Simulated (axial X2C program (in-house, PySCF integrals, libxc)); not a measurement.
Values are calculated unless marked as measured or tabulated.
# YbO²⁺: input and output of an open-shell CI run

Program: an in-house all-electron X2C program for linear molecules (integrals from PySCF).

Input and command:
```json
{"zs": [70, 8], "q": 2, "bas": ["dyall-v3z", "dyall-v3z"], "r0": 1.86, "metal": 0, "shells": [[3, [0, 1, 2, 3], 12], [0, [0], 0]], "fix": 0, "emax": 2.2, "nroots": 4}
```
```bash
python soci.py task.json out
```

Keys: zs atomic numbers; q charge; bas basis sets; r0 starting distance in Å; metal index of the metal atom; shells open shells as [l, |m| values, electrons]; fix electron count of the first shell held; emax energy window in eV; nroots roots for each Ω.

Output at R = 1.633 Å:

```
average of configuration f12 s0
basis functions 219  fitting functions 1132
iter      average energy  largest gradient
   1     -14118.938004002   8.01e+01
   2     -14120.951269009   7.04e+01
   3     -14122.032420306   6.48e+01
   4     -14123.170498608   5.52e+01
   5     -14125.015197983   3.22e+01
   6     -14125.684269358   1.09e+01
   7     -14125.817271927   1.80e+00
   8     -14125.912080975   1.79e+00
   9     -14125.927998060   1.05e+00
  10     -14125.931683329   4.03e-01
  11     -14125.932530054   2.49e-01
  12     -14125.932995277   1.02e-01
  13     -14125.933201207   8.90e-02
  14     -14125.933285151   4.77e-02
  15     -14125.933320354   3.99e-02
  16     -14125.933334893   4.49e-02
  17     -14125.933339830   1.09e-02
  18     -14125.933341338   1.38e-03
  19     -14125.933341651   9.28e-04
  20     -14125.933341777   1.68e-03
  21     -14125.933341806   1.63e-03
  22     -14125.933341816   4.63e-04
  23     -14125.933341820   2.08e-04
  24     -14125.933341822   8.39e-05
  25     -14125.933341823   6.05e-05
  26     -14125.933341823   8.53e-05
  27     -14125.933341823   1.69e-05
converged
CI levels
2*Omega        energy/Eh    cm-1   g(par)  dipole/D  leading shell counts
    2    -14126.03907956        0   2.311   -4.123  {'12 0': 1.0}
    4    -14126.03902141       13   4.683   -4.145  {'12 0': 1.0}
    0    -14126.03898511       21   0.000   -4.112  {'12 0': 1.0}
    6    -14126.03798823      240   7.099   -4.157  {'12 0': 1.0}
    8    -14126.03493429      910   9.490   -4.151  {'12 0': 1.0}
   10    -14126.02818498     2391  11.783   -4.160  {'12 0': 1.0}
   12    -14126.01765098     4703  13.991   -4.285  {'12 0': 1.0}
    6    -14126.00728425     6978   6.739   -4.147  {'12 0': 1.0}
    4    -14126.00344704     7820   4.649   -4.099  {'12 0': 1.0}
    8    -14126.00164340     8216   9.331   -4.179  {'12 0': 1.0}
    2    -14125.99916113     8761   2.546   -4.115  {'12 0': 1.0}
    0    -14125.99762154     9099   0.000   -4.187  {'12 0': 1.0}
    0    -14125.99724777     9181   0.000   -4.040  {'12 0': 1.0}
    2    -14125.99664168     9314   1.558   -4.114  {'12 0': 1.0}
    4    -14125.99494745     9686   3.758   -4.109  {'12 0': 1.0}
    6    -14125.99267320    10185   6.047   -4.100  {'12 0': 1.0}
    8    -14125.98892361    11008   8.343   -4.082  {'12 0': 1.0}
   10    -14125.97701217    13622  10.212   -4.255  {'12 0': 1.0}
    4    -14125.97191899    14740   3.598   -4.098  {'12 0': 1.0}
    2    -14125.97077927    14990   1.825   -4.046  {'12 0': 1.0}
    0    -14125.96918205    15341   0.000   -4.046  {'12 0': 1.0}
    6    -14125.96685204    15852   5.959   -4.093  {'12 0': 1.0}
    8    -14125.96029947    17290   7.442   -4.197  {'12 0': 1.0}
```

Dipoles in the output refer to the first atom as origin, so for this ion they depend on that choice.

There is no dynamic correlation: spin–orbit spacings and, for f shells, spacings inside one term are the most reliable numbers, splittings between terms come out too wide, and energies between configurations are not reliable, so the lowest level need not be the ground state of the molecule. At most 4 roots were kept for each Ω > 0 (twice that for Ω = 0) within 2.2 eV of the lowest, so higher up levels can be missing between those listed; levels with Ω > 0 are doubly degenerate and listed once, Ω = 0 levels singly. States that fill the shells left empty in the average are placed too high. Along the bond the averaged SCF switches between close solutions, so this one may not be the lowest.
